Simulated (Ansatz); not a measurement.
One change: `O[SiH2][GeH2][SH]` becomes `[NH2][GeH2][SiH2]O`.

Ansatz, PBE0-D4/def2-TZVP geometries, multiplicity 1. Each molecule was computed in one conformer, which needn't be the lowest.

Scalar relativity is left out up to krypton.

```
                                      property  `O[SiH2][GeH2][SH]`
             HOMO energy (PBE/def2-TZVPP) / eV                -5.84
          HOMO–LUMO gap (PBE0/def2-TZVPP) / eV                 6.52
         LUMO energy (ωB97M-V/def2-TZVPP) / eV                 1.18
size of the dipole moment (PBE/def2-TZVPP) / D                 2.42
            LUMO energy (PBE0/def2-TZVPP) / eV                -0.51
           HOMO energy (B3LYP/def2-TZVPP) / eV                -6.79
```

Give the same properties after the change, and the shifts. (An estimate is asked.)

Ansatz gave: 
```tsv
property	`[NH2][GeH2][SiH2]O`	shift
HOMO energy (PBE/def2-TZVPP) / eV	-6.26	-0.42
HOMO–LUMO gap (PBE0/def2-TZVPP) / eV	7.02	0.50
LUMO energy (ωB97M-V/def2-TZVPP) / eV	1.17	-0.01
size of the dipole moment (PBE/def2-TZVPP) / D	2.54	0.12
LUMO energy (PBE0/def2-TZVPP) / eV	-0.48	0.03
HOMO energy (B3LYP/def2-TZVPP) / eV	-7.30	-0.51
```

Dipoles are sizes alone; their direction can turn.

B3LYP here is the variant with VWN-RPA as its local correlation; programs differ in this.
